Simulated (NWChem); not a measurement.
## Spin states of OSe

```xyz
2

O      0.0000     0.0000     1.3410
Se     0.0000     0.0000    -0.3155
```
Charge 0, spin multiplicity 3.

All runs are NWChem calculations. All single points use one geometry, from UB3LYP/def2-SVP, a minimum by its harmonic frequencies.

Basis set: def2-TZVP. The gap is E(triplet) − E(singlet) at the geometry of the triplet, so a negative value puts the higher spin lower. Open shells are unrestricted, coupled cluster uses restricted open-shell references, and the singlet is the closed-shell solution. Where the lowest singlet needs several determinants, the single determinant used here isn't a pure state and places it wrongly.

Relative cost: rough, from shared machines, SCF included, B3LYP = 1.

The Hamiltonian is non-relativistic. The correlated methods keep 10 core orbitals frozen. B3LYP has NWChem's definition, with VWN1-RPA local correlation. The structure started from a generated list of species. The unpaired electrons of the parent sit in orbitals of symmetry b1 and b2 (C2v labels of the run); other states weren't searched. No SCF solution was tested for a lower state. Open-shell Hartree-Fock references start from PBE0 orbitals; any time given for them includes that run. No row is a measurement; the coupled-cluster row has its own basis-set and correlation limits.

```csv
method,vertical singlet-triplet gap (kcal/mol),relative cost
HF,(withheld),under 3
CR-CCSD(T),(withheld),10
CCSD(T),-21.7,10
BHandHLYP,(withheld),under 3
B2PLYP,-24.6,under 3
B3LYP,-26.5,1
MP2,-20.0,under 3
```

Problem. What belongs in the gaps?

Solution. 
- HF, vertical singlet-triplet gap (kcal/mol): -40.2
- CR-CCSD(T), vertical singlet-triplet gap (kcal/mol): -22.0
- BHandHLYP, vertical singlet-triplet gap (kcal/mol): -29.6
